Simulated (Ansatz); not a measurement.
Species: C₄H₃NOS, net charge 0, singlet state. SMILES: O=Cc1cscn1
Structure (B3LYP-D3(BJ)/def2-TZVP (Ansatz, a program for electronic structure) minimum search):
```
C
C 1 1.3706
N 1 1.3750 2 115.22
C 3 1.2936 1 110.89 2 0.00
H 2 1.0770 1 127.19 3 -180.00
H 4 1.0802 3 124.44 1 -180.00
C 1 1.4725 2 125.19 5 0.00
O 7 1.2083 1 124.08 2 0.00
H 7 1.1058 8 122.04 1 -180.00
S 2 1.7045 5 122.87 1 180.00
```
Charge 0, spin multiplicity 1.

Quantity: vertical ionisation energy (to the doublet state of charge +1; each state is the SCF solution reached for its spin; the UHF <S^2> is 1.05 for the doublet (pure: 0.75); for the singlet the Hartree-Fock reference is unstable and T1 is 0.016), in eV. Valence correlation only, unless marked. Open shells are spin-unrestricted. No spin-orbit coupling. Non-relativistic. CBS marks a two-point X^-3 extrapolation of the correlation energy; Hartree-Fock from the larger set. The bracket is a focal-point correction in the basis named.

RI-MP2/CBS(aug-cc-pV(T+d)Z,aug-cc-pV(Q+d)Z)+[CCSD(T)-MP2]/aug-cc-pV(T+d)Z (Ansatz) gives 9.97 eV.

Another calculation gave 9.66 eV. Which level was it?
A. PBE0/def2-TZVPD (Ansatz)
B. r2SCAN/def2-TZVPD (Ansatz)
C. CAM-B3LYP/def2-TZVPD (Ansatz)

A, PBE0/def2-TZVPD (Ansatz). The others give 9.80 (CAM-B3LYP), 9.46 (r2SCAN) eV.
